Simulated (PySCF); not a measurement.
## How methods differ on the ionisation energy of Ne²⁺

Ne²⁺ [He] 2s2 2p4 (3P) → Ne³⁺ [He] 2s2 2p3 (4S), as a difference of total energies. Calculation: PySCF 2.14, in aug-cc-pVDZ (4s3p2d, 23 functions); no relativity, point nucleus. Correlated levels: valence: 1s2 frozen. The calculations carry no spin-orbit coupling.

```
           method  ionisation energy (eV)
              UHF                  61.710
              LDA                  63.623
              PBE                  63.890
             PBE0                  63.705
           r2SCAN                  63.550
           revPBE                  63.792
             BP86                  64.027
           B2PLYP                  63.440
             TPSS                  63.957
    MP2 (valence)                  62.465
SCS-MP2 (valence)                  62.463
```

Problem. How much does correlation contribute at MP2 (valence)?

Solution. 62.465 − (61.710) = 0.755 eV, measured against UHF.

A first-order spin-orbit estimate (lowest level to lowest level, LS coupling) adds 0.036 eV.

Errors of the correlated levels include the incompleteness of this basis and the frozen core.

For comparison: 63.423 eV (measured; NIST Atomic Spectra Database, ionization energies).
